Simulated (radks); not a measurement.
Results of a calculation; reference values are marked as such.
Spherical quantum dot in the effective-mass picture: electrons in a hard-walled sphere of radius 1.36, all in effective atomic units (hartree* = m*/eps^2 hartree, bohr* = eps/m* bohr), one dielectric constant everywhere. Level of theory: non-relativistic Kohn-Sham, r2SCAN, spin-polarised, spherical densities, generalised Kohn-Sham scheme (a radial shooting solver with Libxc functionals). Levels are named by radial order and angular momentum (1s, 1p, 1d, 2s, ...), and open shells are averaged over m. Results are scaled to m* = 0.039 and eps = 12.8, for which hartree* = 6.477 meV and bohr* = 17.37 nm.

N = 18, configuration 1s2 1p6 1d10. This is the lowest configuration that the search found. Occupied and some empty levels:

level,occupation,eigenvalue (meV),<r> (nm)
1s,2,133.72,13.74
1p,6,147.07,15.12
1d,10,166.83,16.05
2s,0,188.06,11.12
1f,0,192.13,16.74
2p,0,222.05,12.53

Energy (meV): total 1795.68, kinetic 856.88, external 0, Hartree 1070.6, exchange-correlation -131.82.
